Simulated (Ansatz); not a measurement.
Reaction (SMILES): PP (P2H4) → PP (P2H4) as doublet, charge +1 + e-

Wanted: adiabatic ionisation energy (0 K, with zero-point energies), in eV. Set-up: 6-31G* and kin with 6d, 5d where marked; spin-orbit terms left out; LANL2DZ with its own core potentials from Na on; dispersion terms only where a functional's name holds one; 6-311+G** with 5d, 6d on Na to Ar in Ansatz (an electronic-structure program); non-relativistic; open shells spin-unrestricted. First-principles rows: single points at B3LYP-D3(BJ) geometries (Ansatz), with unscaled harmonic terms from B3LYP/6-31G* at its own minima. The spin state of an ion or metal species was assumed, not searched.

```csv
level,program,"adiabatic ionisation energy (0 K, with zero-point energies) (eV)"
B3LYP/STO-3G,Ansatz,6.26
B3LYP/3-21G,Ansatz,8.81
B3LYP/LANL2DZ,Ansatz,8.71
B3LYP/6-31G,Ansatz,8.64
B3LYP/6-31G*,Ansatz,8.64
B3LYP/6-31+G*,Ansatz,8.68
B3LYP/6-31G**,Ansatz,8.63
B3LYP/def2-SVP,Ansatz,8.67
B3LYP/cc-pVDZ,Ansatz,8.66
B3LYP/6-311+G**,Ansatz,8.70
B3LYP/def2-TZVPD,Ansatz,8.68
```

No value to compare with is used here. The 10 habitual levels span 6.26 (B3LYP/STO-3G) to 8.81 eV (B3LYP/3-21G); B3LYP/def2-TZVPD gives 8.68.

The sets are all those run for this method; runs whose electronic state is in doubt are left out.
